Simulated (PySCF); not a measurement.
# Worked example: oscillator strength and radiative lifetime

Si(H)(Me)2(SeH) (C2H8SeSi), SMILES C[SiH]([SeH])C.

Geometry optimised at r2SCAN-D4/def2-SVP. The values are those of a single conformer.

TDA-PBE/def2-SVPD (PySCF) puts the first singlet state with f over 0.02 at 5.42 eV (vertical), with the transition dipole (0.000, 0.000, 0.484) in atomic units.

Question: Find the oscillator strength, the wavelength and the radiative lifetime that this transition would have in vacuum if emission retraced absorption.

Answer: 
|μ|² = 0.2343 au, so |μ| = 1.23 D. ΔE = 5.42/27.211 = 0.1992 hartree. f = (2/3) ΔE |μ|² = 0.031 (the program prints 0.031).
λ = 1239.84/5.42 = 229 nm; ν = 43715 cm⁻¹.
Einstein's coefficient A = 0.6670 ν² f s⁻¹ (ν in cm⁻¹) = 4.0e7 s⁻¹, so τ = 1/A = 25 ns. This state is S2; the lower singlet has f = 0.018. The figure is the radiative limit of this one transition; relaxation, internal conversion, crossing to triplets and a medium change what is measured.
